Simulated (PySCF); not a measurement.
**Radial density of Mo (molybdenum, neutral)**

TPSS, [Kr] 4d5 5s1, high-spin 7S determinant. Computed with PySCF 2.14 in def2-SVP with the def2 core potential (28 electrons), with scalar relativity through the core potential. This is the valence pseudo-density: the core potential removes the inner electrons and smooths the orbitals near the nucleus.

| r (bohr) | 4πr²ρ (e/bohr) | 4πr²(ρα − ρβ) |
| --- | --- | --- |
| 0.0355 | 1.572e-05 | 0.0000 |
| 0.0596 | 4.277e-05 | 0.0000 |
| 0.100 | 0.0001129 | 0.0000 |
| 0.169 | 0.0005157 | 0.0002 |
| 0.284 | 0.01721 | 0.0051 |
| 0.477 | 0.6868 | 0.1110 |
| 0.803 | 7.667 | 1.1989 |
| 1.35 | 9.134 | 2.7941 |
| 2.27 | 2.414 | 1.8673 |
| 3.82 | 0.5953 | 0.5914 |
| 6.43 | 0.03448 | 0.0345 |
| 10.8 | 0.0002007 | 0.0002 |

Energies and moments cover only the electrons outside the core potential.
